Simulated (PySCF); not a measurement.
Vertical excitations of a molecule C2H3ClF2Si from TDDFT-LC-ωPBE/def2-SVPD run with PySCF, as energy in eV (oscillator strength): 6.92 (0.374), 7.28 (0.007), 7.97 (0.017), 8.57 (0.011), 8.65 (0.017), 8.78 (0.016), 8.91 (0.003), 9.06 (0.003), 9.11 (0.002), 9.33 (0.038). Lowest triplet (TDA): 3.91 eV. Coordinates come from a PBE-D3(BJ)/def2-SVP optimisation. One conformer was computed; it need not be the lowest.

Question: Pick the molecule that these values belong to.
(A) F/C([SiH3])=C(\F)Cl
(B) C=C[Si](F)(F)Cl
(C) FC(F)=C[SiH2]Cl
(D) F/C=C\[Si@H](F)Cl

Answer: D, F/C=C\[Si@H](F)Cl
